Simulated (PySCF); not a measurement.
C₆H₈OP₂.
Bonds: C1–O2, O2–C3, C3–P4 (aromatic), P4–C5 (aromatic), C5–C6 (aromatic), C6–C7 (aromatic), C7–C8, C7–P9 (aromatic), C3–P9 (aromatic). Hydrogens: H10, H11, H12 on C1; H13 on C5; H14 on C6; H15, H16, H17 on C8.

Level: wB97X-D/def2-SVPD in PySCF, non-relativistic, on one gas-phase PBE0-D3(BJ)/def2-SVP geometry that isn't relaxed in the solvent. The solvent is an IEF-PCM continuum (Bondi radii, 1.10 Å for H, scaled by 1.2), and excitations are vertical TDDFT with non-equilibrium linear response and a frozen core. Only the electrostatic response of the medium enters.

Gas-phase singlets (H = HOMO, L = LUMO):

```json
{"state": "S1", "E (eV)": "3.896", "λ (nm)": "318", "f": "0.024", "leading configurations": "H→L 76%, H-1→L+1 21%"}
{"state": "S2", "E (eV)": "4.354", "λ (nm)": "285", "f": "0.014", "leading configurations": "H-2→L 98%"}
{"state": "S3", "E (eV)": "4.517", "λ (nm)": "275", "f": "0.005", "leading configurations": "H-1→L 54%, H→L+1 43%"}
{"state": "S4", "E (eV)": "4.731", "λ (nm)": "262", "f": "0.000", "leading configurations": "H-2→L+1 98%"}
{"state": "S5", "E (eV)": "5.027", "λ (nm)": "247", "f": "0.347", "leading configurations": "H→L+1 52%, H-1→L 42%"}
```

**Question.** What are the lowest 5 singlets in dichloromethane (ε = 8.93)?

**Answer.** 
| state | E (eV) | λ (nm) | f | leading configurations | change by rank (eV) |
| --- | --- | --- | --- | --- | --- |
| S1 | 3.864 | 321 | 0.044 | H→L 80%, H-1→L+1 18% | -0.032 |
| S2 | 4.385 | 283 | 0.019 | H-2→L 98% | +0.031 |
| S3 | 4.452 | 278 | 0.012 | H-1→L 59%, H→L+1 38% | -0.065 |
| S4 | 4.762 | 260 | 0.001 | H-2→L+1 98% | +0.031 |
| S5 | 4.902 | 253 | 0.454 | H→L+1 56%, H-1→L 38% | -0.125 |

**Question.** The ground-state energy changes by -0.161 eV from gas to dichloromethane. By how much does the total energy of gas-phase S1 change?

**Answer.** E(S1) = E(S0) + excitation energy, so it changes by -0.161 − 0.032 = -0.193 eV: it is lowered more than the ground state, which is what a red shift means. This is the vertical state, with the slow part of the continuum still set for S0.

**Question.** How do the frontier levels move from gas to dichloromethane?

**Answer.** 
```tsv
orbital	gas (eV)	solvent (eV)	change (eV)	Löwdin shares, gas	Löwdin shares, solvent
LUMO+2	2.26	2.29	+0.03	C8 16 %, P4 14 %, P9 11 %, C5 10 %	P4 21 %, P9 17 %, C8 12 %, C5 10 %
LUMO+1	0.33	0.26	-0.07	C3 25 %, P4 18 %, C6 12 %, P9 11 %	C3 25 %, P4 19 %, P9 11 %, C6 11 %
LUMO	-0.24	-0.32	-0.08	P9 23 %, C7 19 %, C5 18 %, P4 16 %	P9 23 %, C7 19 %, C5 19 %, P4 15 %
HOMO	-8.32	-8.39	-0.07	O2 21 %, C3 19 %, P4 15 %, P9 14 %	O2 21 %, C3 18 %, P4 16 %, C6 13 %
HOMO-1	-8.66	-8.72	-0.06	C7 22 %, P9 20 %, P4 18 %, C5 17 %	P9 21 %, C7 21 %, P4 17 %, C5 16 %
HOMO-2	-9.06	-9.18	-0.12	P4 34 %, P9 33 %, C3 12 %, C5 5 %	P4 35 %, P9 31 %, C3 12 %, C5 5 %
HOMO-3	-10.25	-10.32	-0.07	P9 29 %, P4 22 %, C3 11 %, C7 10 %	P9 30 %, P4 20 %, C3 11 %, C7 10 %
```

The HOMO–LUMO gap goes from 8.08 to 8.07 eV.

The run took 47 s wall on one thread, Arm Neoverse V2 (aarch64), no GPU (shared host), and the process peaked at 1.3 GiB of memory. This is the whole response run at wB97X-D/def2-SVPD in dichloromethane, SCF included.

Shape of the structure used: `[CH3:1][O:2][c:3]1[p:4][cH:5][cH:6][c:7]([CH3:8])[p:9]1`: C1–O2–C3–P4 1°.

Note: wB97X-D ran without an empirical dispersion term, which enters the total energy and its gradient alone.
